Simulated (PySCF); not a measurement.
Species: C6H13N2Si (charge +1).
Bonds: C1–N2, N2–C3 (aromatic), C3–N4 (aromatic), N4–C5, N4–C6 (aromatic), C6–C7 (aromatic), C7–C8, C8–Si9, N2–C7 (aromatic). Hydrogens: H10, H11, H12 on C1; H13 on C3; H14, H15, H16 on C5; H17 on C6; H18, H19 on C8; H20, H21, H22 on Si9.

Probes without a nucleus sit at each ring's centroid and 1 Å off its mean plane on both sides; NICS is minus the shielding there, NICSzz its component along the normal. Level: GIAO PBE0/pcSseg-1 (PySCF, non-relativistic, gas phase) on the GFN2-xTB geometry, one conformer.

Ring bond lengths (Å), with Mayer bond orders in brackets: N2–C3 1.336 (1.26), C3–N4 1.326 (1.28), N4–C6 1.363 (1.12), C6–C7 1.371 (1.58), C7–N2 1.373 (1.07).

**Question.** Give the NICS values of each ring in ppm.

**Answer.** 
```
          ring                                                 type  NICS(0)  NICS(1), two faces  NICS(1)zz, two faces  rms pucker (Å)  centre to ring atoms, mean (Å)
N2–C3–N4–C6–C7  5-membered ring with 2 N; formal bonds all aromatic    -13.0         -9.9 / -9.9         -25.6 / -25.3            0.00                            1.15
```

**Question.** What do they say, and how far can they be read as aromaticity?

**Answer.** 
- N2–C3–N4–C6–C7: mean NICS(1)zz -25.5 ppm, shielded. The ring is flat and has no four-coordinate atom; by the NICS criterion it is aromatic.

**Question.** And the bond-length index? HOMA takes Krygowski's 1993 parameters.

**Answer.** 
- N2–C3–N4–C6–C7: HOMA 0.94; the largest term is that of C7–N2, α(R − Ropt)² = 0.14. The geometric and the magnetic index point the same way.

**Question.** List the ring angles and the Hirshfeld charges of the ring atoms.

**Answer.** 
- N2–C3–N4–C6–C7: N2 108.6° (+0.033 e), C3 109.4° (+0.100 e), N4 108.0° (+0.037 e), C6 108.1° (-0.001 e), C7 105.9° (+0.063 e); sum 540.0° against 540° for a flat convex ring.

The run took 51 s wall on one thread, Intel Xeon Platinum 8488C (x86_64), shared host with 96 logical CPUs at a one-minute load of 47, and the process peaked at 1.0 GiB of memory. This is the whole shielding run at PBE0/pcSseg-1, SCF included.

The values belong to the conformer `[CH3:1][n:2]1[cH:3][n+:4]([CH3:5])[cH:6][c:7]1[CH2:8][SiH3:9]`: C6–C7–C8–Si9 -87°.
